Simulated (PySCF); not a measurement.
# Dipole response of Pd²⁺ (palladium, charge +2)

[Kr] 4d8, high-spin 3F determinant. All numbers are calculated (PySCF 2.14, a scalar-relativistic core potential, in aug-cc-pVTZ-PP with ECP28MDF (6s6p5d3f2g, 88 functions)). Coupled (time-dependent) response in atomic units; α is the mean over directions.

```tsv
method	mean α (bohr³)	C₆ (like pair)	S(−4)
BLYP	7.033	37.15	12.98
```

S(−4) is the Cauchy moment in α(ω) = α(0) + S(−4) ω² + …

Spin-orbit coupling is absent.

α(iu) at BLYP:

```tsv
u (hartree)	α(iu) (bohr³)
0	7.033
0.0500	7.001
0.100	6.908
0.200	6.575
0.300	6.132
0.500	5.203
0.750	4.225
1.00	3.469
1.50	2.425
2.00	1.770
3.00	1.041
5.00	0.4664
```

A single London oscillator, α(iu) = α/(1 + u²/ω²), gives C₆ = (3/4) ω α². Matching the computed C₆ needs ω = 4 × 37.15 / (3 × 7.033²) = 1.00 hartree.

For an ion, C₆ is the dispersion term alone; charge-induced terms of lower order in 1/R come first.

Energies and moments cover only the electrons outside the core potential.
